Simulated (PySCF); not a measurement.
Excitations are Tamm–Dancoff values on a coarser integration grid. The basis has no diffuse functions, so Rydberg states are missing or too high.

Z-matrix (Å, degrees):
```
Ga
C 1 1.9741
H 2 1.0917 1 112.87
H 2 1.0940 3 108.57 1 123.21
H 2 1.0952 3 108.01 4 115.21
C 1 1.9742 2 120.37 3 -6.77
H 6 1.0920 1 112.54 2 -160.19
H 6 1.0931 7 108.83 1 -124.21
H 6 1.0958 7 107.48 8 -115.37
C 1 1.9744 2 119.97 3 173.29
H 10 1.0917 1 112.85 2 -10.90
H 10 1.0938 11 108.62 1 123.45
H 10 1.0954 11 107.90 12 115.21
```
Charge 0, multiplicity 1.

Q: Predict the HOMO, dipole moment, HOMO–LUMO gap, total energy, T1 excitation (TDA), LUMO, S1–T1 gap (TDA) and brightest of the four lowest singlets (TDA) from ωB97X-D3(BJ)/def2-TZVP run with PySCF.

A: 
```
Item                                                 Value
-------------------------------------------  -------------
HOMO                                              -9.84 eV
dipole moment                                       0.00 D
HOMO–LUMO gap                                     11.24 eV
total energy                                 -2044.6838 Ha
T1 excitation (TDA)                                5.41 eV
LUMO                                               1.40 eV
S1–T1 gap (TDA)                                    0.27 eV
brightest of the four lowest singlets (TDA)        7.52 eV
```
